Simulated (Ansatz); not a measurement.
Stepwise reaction of `[CH3][Al]([CH3])[N]=C=O` with hydrogen, as a gas-phase model of exchange steps in deposition or etching. ΔE in kJ/mol; ΔG adds harmonic PBE0-D4 terms to CCSD(T)/CBS, at 1 bar.

Program: Ansatz. Geometries: PBE0-D4/def2-TZVP. ΔE: electronic, gas phase. CBS: MP2 limit from def2 TZ/QZ plus the TZ coupled-cluster correction, frozen cores. This one scheme is used for every species. DFT in def2-TZVPP. B3LYP here is the variant with VWN-RPA as its local correlation; programs differ in this. Each species was taken in one conformer, which may not be the lowest.

```csv
step,reaction,PBE-D4,B3LYP-D4,ωB97M-V,CCSD(T)/CBS,ΔG(500 K)
1,`[CH3][Al]([CH3])[N]=C=O` + H₂ → `[CH3][AlH][N]=C=O` + CH₄,-17.8,-23.4,-20.8,-20.0,-12.1
2,`[CH3][AlH][N]=C=O` + H₂ → `O=C=[N][AlH2]` + CH₄,-16.4,-22.6,-19.6,-19.2,-0.9
```

(1) By hand: ΔE of the 2 steps together at CCSD(T)/CBS.

Answers

(1) (-20.0) + (-19.2) = -39.2 kJ/mol, or -19.6 kJ/mol a step.

In ΔE the steps differ by no more than 0.8 kJ/mol. All are downhill at CCSD(T)/CBS. ΔG lies between -12.1 and -0.9 kJ/mol a step. PBE-D4 differs from CCSD(T)/CBS by 2.2 to 2.8 kJ/mol a step. Isolated molecules leave out the surface, adducts and barriers. Largest T1 diagnostic: 0.016.
